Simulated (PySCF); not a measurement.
H3NSeTe. Atoms are numbered in the order given.

```xyz
6

Te     0.9135    -0.0163    -0.0014
N      0.7885    -1.9032     0.7913
H      1.2057    -1.9658     1.7184
H      1.1790    -2.6130     0.1739
Se    -1.5778     0.5199    -0.2491
H     -1.7629     1.0741     1.1103
```

Geometry optimised at B3LYP-D3(BJ)/def2-SVP. The def2 effective core potentials stand for the cores of Te; spin–orbit coupling is left out. One conformer was computed; it need not be the lowest.

Computed with PBE/def2-TZVPD run with PySCF.

Mulliken values depend strongly on the basis, most of all with diffuse functions as here. ESP charges are fitted to the potential on shells at 1.4 to 2.0 van der Waals radii. Atomic charges (e):

| atom | Mulliken | ESP fit |
|---|---|---|
| Te1 | 0.18 | 0.08 |
| N2 | -0.55 | -0.72 |
| H3 | 0.23 | 0.33 |
| H4 | 0.23 | 0.34 |
| Se5 | -0.27 | -0.13 |
| H6 | 0.17 | 0.10 |
